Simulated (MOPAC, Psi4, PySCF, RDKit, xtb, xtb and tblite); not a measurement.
Relaxed torsion scan: SMILES CO[SiH2]CC(C)(C)C (C6H16OSi). Scanned: dihedral O2–Si3–C4–C5; all other coordinates were relaxed at GFN2-xTB. Points at φ and −φ are mirror images.

Geometry of the scan point at 150° (Å):
```
24

C      4.0696     0.0945     0.3697
O      2.7516    -0.3441     0.2760
Si     1.4333     0.5694     0.0141
C      0.0862    -0.7568    -0.1105
C     -1.3219    -0.3562     0.3388
C     -1.7676     0.9145    -0.3844
C     -1.3594    -0.1285     1.8498
C     -2.2932    -1.4913    -0.0095
H      4.7052    -0.7724     0.5541
H      4.3836     0.5810    -0.5569
H      4.1856     0.8075     1.1897
H      1.5641     1.3479    -1.2277
H      1.2952     1.5469     1.1044
H      0.3987    -1.6332     0.4612
H      0.0295    -1.0798    -1.1526
H     -1.1437     1.7568    -0.0990
H     -2.8013     1.1510    -0.1394
H     -1.6916     0.7848    -1.4615
H     -0.7022     0.6879     2.1338
H     -1.0415    -1.0248     2.3778
H     -2.3697     0.1173     2.1716
H     -1.9895    -2.4172     0.4745
H     -3.3018    -1.2492     0.3201
H     -2.3177    -1.6596    -1.0842
```

GFN2-xTB (xtb and tblite); MMFF94 // GFN2-xTB (RDKit); B3LYP/def2-SVP // GFN2-xTB (Psi4); B3LYP-D3(BJ)/def2-SVP // GFN2-xTB (Psi4); PBE/def2-SVP // GFN2-xTB (Psi4); PBE-D3(BJ)/def2-SVP // GFN2-xTB (Psi4); UFF // GFN2-xTB (RDKit); PM3, restricted, heats of formation // GFN2-xTB (MOPAC); PM7, restricted, heats of formation // GFN2-xTB (MOPAC); GFN1-xTB // GFN2-xTB (xtb); RKS-B3LYP/6-31G* = PySCF 2.14.0 with restricted B3LYP/6-31G*, spherical d, density fitting // GFN2-xTB; RKS-B3LYP/6-311+G** = PySCF with restricted B3LYP/6-311+G**, spherical d, density fitting // GFN2-xTB; RKS-BP86/6-31G* = restricted BP86/6-31G*, spherical d, density fitting // GFN2-xTB run with PySCF 2.14.0; RKS-B3LYP/3-21G = restricted B3LYP/3-21G, density fitting // GFN2-xTB in PySCF.

Least-squares fit of E(φ) = a0 + Σ (a_n cos nφ + b_n sin nφ), n = 1 to 4, to the 12 scan points, in kJ/mol above the lowest point of each profile (levels whose profile four harmonics don't fit are not listed):

| method | a0 | a1 | b1 | a2 | b2 | a3 | b3 | a4 | b4 | rms of fit |
|---|---|---|---|---|---|---|---|---|---|---|
| GFN2-xTB | 3.58 | 2.76 | 0.00 | -0.10 | 0.00 | 1.24 | 0.00 | 0.36 | 0.00 | 0.21 |
| MMFF94 | 6.62 | -5.41 | 0.00 | 0.62 | 0.00 | 3.72 | 0.00 | -0.90 | 0.00 | 0.52 |
| B3LYP/def2-SVP | 4.22 | -3.27 | 0.00 | 0.48 | 0.00 | 2.45 | 0.00 | 0.29 | 0.00 | 0.27 |
| B3LYP-D3(BJ)/def2-SVP | 4.69 | -4.35 | 0.00 | 0.42 | 0.00 | 2.53 | 0.00 | 0.26 | 0.00 | 0.36 |
| PBE/def2-SVP | 4.10 | -3.16 | 0.00 | 0.55 | 0.00 | 2.33 | 0.00 | 0.39 | 0.00 | 0.30 |
| PBE-D3(BJ)/def2-SVP | 4.43 | -3.91 | 0.00 | 0.53 | 0.00 | 2.38 | 0.00 | 0.37 | 0.00 | 0.36 |
| UFF | 4.03 | -1.40 | 0.00 | 0.21 | 0.00 | 3.48 | 0.00 | -0.54 | 0.00 | 0.19 |
| PM3 | 4.43 | 5.84 | 0.00 | 2.06 | 0.00 | 0.41 | 0.00 | 0.08 | 0.00 | 0.37 |
| PM7 | 2.30 | -0.48 | 0.00 | 1.16 | 0.00 | 1.75 | 0.00 | -0.63 | 0.00 | 0.26 |
| GFN1-xTB | 2.42 | 0.79 | 0.00 | 1.25 | 0.00 | 2.32 | 0.00 | 0.28 | 0.00 | 0.33 |
| RKS-B3LYP/6-31G* | 2.88 | -1.60 | 0.00 | 0.64 | 0.00 | 1.79 | 0.00 | 0.33 | 0.00 | 0.19 |
| RKS-B3LYP/6-311+G** | 2.80 | -1.21 | 0.00 | 0.78 | 0.00 | 1.97 | 0.00 | 0.27 | 0.00 | 0.26 |
| RKS-BP86/6-31G* | 2.63 | -1.11 | 0.00 | 0.77 | 0.00 | 1.64 | 0.00 | 0.45 | 0.00 | 0.18 |
| RKS-B3LYP/3-21G | 5.90 | -5.96 | 0.00 | -1.08 | 0.00 | 1.69 | 0.00 | 1.26 | 0.00 | 0.33 |

MMFF94 has few fitted parameters for silicon.
